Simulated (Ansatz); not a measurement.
`C=CBI` + `[F][Ge]([F])([F])[Br]` → `C=CBBr` + `[F][Ge]([F])([F])[I]`  (redistribution)

Program: Ansatz. Geometries: PBE0-D4/def2-TZVP. ΔE: electronic, gas phase. CBS: MP2 limit from def2 TZ/QZ plus the TZ coupled-cluster correction, frozen cores. Functionals use def2-TZVPP. def2 core potentials past Kr. For Br, Ge, I outer-core shells are correlated without core-valence functions, which leaves a few kJ/mol of doubt a bond. Scalar relativity is left out up to krypton. Each species was taken in one conformer, which may not be the lowest.

Task: Is it downhill or uphill in electronic energy at CCSD(T)/CBS, and by how much? (An estimate is asked.)

Result: Computed: Downhill: ΔE = -4.2 kcal/mol.

Task: What do these levels give: B97M-V, BHLYP-D4, revPBE, PBE0, CCSD/def2-SVP, MP2/def2-QZVPP? (An estimate is asked.)

Result: Ansatz gave: B97M-V -4.1, BHLYP-D4 -4.7, revPBE -4.5, PBE0 -4.4, CCSD/def2-SVP -4.0, MP2/def2-QZVPP -3.8 kcal/mol.

Largest T1 diagnostic among the species: 0.012.

Leaving LDA and LC-ωPBE aside and taking each functional with its dispersion term where it has one, the values, not all of them listed here, spread over 1.2 kcal/mol, from BLYP-D4 to PBE-QIDH.
